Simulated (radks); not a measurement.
Spherical jellium clusters: N electrons in a uniform positive sphere of charge N and radius rs N^(1/3), rs = 2.45 bohr. Calculated with a radial shooting solver with Libxc functionals: non-relativistic Kohn-Sham, PBE, spin-polarised, spherical densities. Levels are named by radial order and angular momentum (1s, 1p, 1d, 2s, ...), and open shells are averaged over m.

N = 13, configuration 1s2 1p6 1d(up 5, down 0). This is the lowest configuration that the search found. Occupied and some empty levels:

level,occupation,eigenvalue (eV),<r> (bohr)
1s up,1,-9.1208,3.743
1s down,1,-8.6936,3.424
1p up,3,-6.6071,4.595
1p down,3,-5.7138,4.425
1d up,5,-3.6711,5.384
2s up,0,-2.8876,5.354
1d down,0,-2.5736,5.396
2s down,0,-2.3446,5.463
1f up,0,-0.66679,6.699

Energy (eV): total -13.0606, kinetic 54.273, external -915.76, Hartree 439.84, exchange-correlation -70.377, background 478.97.
